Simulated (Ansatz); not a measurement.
Reactions of `CNC(C)O`.

Program: Ansatz. Geometries: PBE0-D4/def2-TZVP. ΔE: electronic, gas phase. CBS: MP2 limit from def2 TZ/QZ plus the TZ coupled-cluster correction, frozen cores. This one scheme is used for every species. Triplets are unrestricted, without spin–orbit coupling. For Br outer-core shells are correlated without core-valence functions, which leaves a few kJ/mol of doubt a bond. Scalar relativity is left out up to krypton. Each species was taken in one conformer, which may not be the lowest.

Problem. Order these by ΔE at CCSD(T)/CBS, lowest first. (Best estimate.)
A. `CNC(C)O` + H₂ → `CCNC` + H₂O
B. `CNC(C)O` + `O[SiH3]` → `CC(O)O[SiH3]` + CH₃NH₂
C. `CNC(C)O` + `C=C(O)Br` → `C=C(Br)OC` + `CNCO`
D. `CNC(C)O` → `[CH2]` (triplet) + `CC(N)O`

Solution. A (-0.78 eV), B (+0.15 eV), C (+0.60 eV), D (+4.16 eV).

Largest T1 diagnostic: 0.011, for `[CH2]` (triplet).
